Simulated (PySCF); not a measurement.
F6Si2. Atoms are numbered in the order given.

```xyz
8

F      1.2975    -0.7491     1.7177
Si     0.0000     0.0000     1.1570
F      0.0000     1.4982     1.7177
F     -1.2975    -0.7491     1.7177
Si     0.0000     0.0000    -1.1570
F      1.2975     0.7491    -1.7177
F      0.0000    -1.4982    -1.7177
F     -1.2975     0.7491    -1.7177
```
Charge 0, spin multiplicity 1.

Coordinates come from a PBE0-D3(BJ)/def2-SVP optimisation. One conformer was computed; it need not be the lowest.

Calculation: PBE0-D3(BJ)/def2-SVP (PySCF 2.14.0).

Frequencies are harmonic and unscaled.

Modes within 1.5 cm⁻¹ of each other (mostly degenerate sets) share a row, with their intensities summed.

Problem. Give all harmonic wavenumbers and intensities. (Estimate from the structure and the level; the computed values follow.)

Solution. 
| mode | ν (cm⁻¹) | IR (km/mol) | Raman (Å⁴/amu) | depolarisation | moving atoms (share of kinetic energy) |
|---|---|---|---|---|---|
| 1 | 23 | 0.0 | 0.0 | – | F 100 % |
| 2–3 | 90 | 8.3 | 0.0 | – | F 95 % |
| 4–5 | 186 | 0.0 | 2.2 | 0.75 | F 89 %, Si 11 % |
| 6 | 214 | 0.0 | 2.5 | 0.30 | F 92 %, Si 8 % |
| 7–8 | 292 | 61.0 | 0.0 | – | F 86 %, Si 14 % |
| 9–10 | 322 | 0.0 | 2.6 | 0.75 | F 74 %, Si 26 % |
| 11 | 384 | 221.8 | 0.0 | – | F 55 %, Si 45 % |
| 12 | 535 | 0.0 | 5.8 | 0.00 | F 53 %, Si 47 % |
| 13 | 820 | 238.6 | 0.0 | – | F 78 %, Si 22 % |
| 14 | 910 | 0.0 | 4.3 | 0.00 | F 56 %, Si 44 % |
| 15–16 | 993 | 0.0 | 4.9 | 0.75 | F 51 %, Si 49 % |
| 17–18 | 1003 | 610.7 | 0.0 | – | F 52 %, Si 48 % |
